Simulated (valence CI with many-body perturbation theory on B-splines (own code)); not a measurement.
Values are calculated unless marked as measured or tabulated.
## Ladder of approximations for Ni21+

Method: relativistic CI+MBPT: five valence electrons over a frozen Dirac-Fock core [He], a basis of 9 s, 9 p, 8 d, 6 f, 3 g, 1 h functions for each j, with the one-electron correlation potential Σ1 (screened to all orders), the two-electron term Σ2, the three-electron term Σ3, Breit, model QED; selected single and double excitations, second order for the rest (own B-spline code, finite nucleus).

No measured levels were compared; by estimate levels of excited configurations hold to 0.05 to 0.15 % of their energy, terms of the ground configuration to about 0.5 %. Among the levels kept, up to 2100 cm⁻¹ of a level comes from second order outside the variational space, and about a tenth of that is noise between levels of different J, which matters for small intervals.

Each rung adds one term. CI alone is the Dirac-Coulomb CI over the frozen core; QED comes last and gives the full result, which names the levels. Energies are above 2s2 2p3 4S°_3/2 on the same rung, in eV.

Names give the largest LS component (configuration and term), which can be under half, so a name can repeat, a term be missing and a line seem to break the LS rules; names also repeat where a configuration has a term twice.

```
            Level  CI alone    + Σ1    + Σ2    + Σ3  + Breit    Full
  2s2 2p3 2D°_3/2      19.5    19.5    19.6    19.5     19.6    19.6
  2s2 2p3 2D°_5/2      26.6    26.6    26.6    26.6     26.0    26.0
  2s2 2p3 2P°_1/2      37.6    37.6    37.8    37.7     37.6    37.6
  2s2 2p3 2P°_3/2      50.2    50.2    50.3    50.3     49.6    49.6
    2s 2p4 4P_5/2     106.0   105.8   105.7   105.7    105.7   105.2
    2s 2p4 4P_3/2     117.8   117.6   117.5   117.5    117.4   116.9
    2s 2p4 4P_1/2     120.8   120.7   120.6   120.5    120.5   120.0
    2s 2p4 2D_3/2     146.8   146.7   146.5   146.4    146.4   145.9
    2s 2p4 2D_5/2     150.6   150.4   150.3   150.2    149.8   149.3
    2s 2p4 2S_1/2     167.6   167.4   167.3   167.1    167.3   166.8
    2s 2p4 2P_3/2     175.0   174.9   174.5   174.3    174.1   173.6
    2s 2p4 2P_1/2     192.1   192.0   191.7   191.5    191.1   190.6
      2p5 2P°_3/2     273.4   273.1   272.6   272.4    272.7   271.7
      2p5 2P°_1/2     292.5   292.2   291.7   291.5    291.3   290.3
2s2 2p2 3s 4P_1/2    1056.8  1057.1  1057.1  1057.0   1056.7  1056.9
2s2 2p2 3s 4P_3/2    1069.7  1070.0  1070.0  1069.9   1069.2  1069.4
2s2 2p2 3s 2P_1/2    1073.6  1073.9  1073.9  1073.8   1073.1  1073.2
2s2 2p2 3s 4P_5/2    1076.6  1076.8  1076.9  1076.8   1075.6  1075.7
2s2 2p2 3s 2P_3/2    1080.3  1080.6  1080.6  1080.5   1079.4  1079.5
```

(1) How does the ionisation energy move along the ladder, and which term matters most?

## Answers

(1) CI alone 1879.6, + Σ1 1879.9, + Σ2 1880.0, + Σ3 1879.8, + Breit 1879.4, + QED 1879.4 eV. The largest step is Breit, -0.4 eV. NIST lists 1880 ± 5 eV (semi-empirical).
